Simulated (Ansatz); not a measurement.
Compare A (`O=C[SiH](O)Cl`) with its isomer B (`ClC1O[SiH2]O1`).

Program: Ansatz. Geometries: PBE0-D4/def2-TZVP. ΔE: electronic, gas phase. CBS: MP2 limit from def2 TZ/QZ plus the TZ coupled-cluster correction, frozen cores. DFT in def2-TZVPP. B3LYP here is the variant with VWN-RPA as its local correlation; programs differ in this. Each species was taken in one conformer, which may not be the lowest.

A:

```xyz
8

O     1.507    1.181    0.331
C     0.301    1.146    0.408
Si   -0.562   -0.512   -0.034
O     0.649   -1.569   -0.267
Cl   -1.647   -0.130   -1.730
H    -0.261    2.064    0.689
H    -1.500   -1.027    0.983
H     1.511   -1.151   -0.380
```

B:

Z-matrix (Å, degrees):
```
C
O 1 1.403
Si 1 2.149 2 51.2
Cl 1 1.787 2 111.5 3 117.8
O 1 1.403 2 102.3 3 -1.5
H 1 1.090 2 112.7 3 -122.9
H 3 1.479 1 124.6 2 90.9
H 3 1.478 1 124.3 2 -89.1
```

(1) Which is lower in electronic energy at CCSD(T)/CBS, and by how much? (Best estimate.)

(2) Give E(B) − E(A) in kcal/mol with HF/def2-TZVPP, MP2/def2-TZVPP, CCSD(T)/def2-SVP, B3LYP-D4, ωB97M-V, B3LYP, CCSD/def2-TZVPP. (An estimate is asked.)

(3) Does the order hold for the free energy at 298.15 K (harmonic terms from PBE0-D4)? (Best estimate.)

Largest T1 diagnostic: 0.014.

Answers

(1) Computed: A, by 22.8 kcal/mol.

(2) The calculation gave: HF/def2-TZVPP 24.4, MP2/def2-TZVPP 21.5, CCSD(T)/def2-SVP 24.9, B3LYP-D4 24.5, ωB97M-V 22.0, B3LYP 24.6, CCSD/def2-TZVPP 22.2. None reverses the order clearly.

(3) Ansatz gave: Yes: G(B) − G(A) = +24.7 kcal/mol, for one conformer each.

Leaving LDA and LC-ωPBE aside and taking each functional with its dispersion term where it has one, the values, not all of them listed here, spread over 6.7 kcal/mol, from PBE-QIDH to BLYP-D4. LDA lies −7.2 kcal/mol from PBE without D4. From r2SCAN to r2SCAN0 (25 % exact exchange), in def2-TZVPP and without D4, E(B) − E(A) moves by −1.3 kcal/mol.
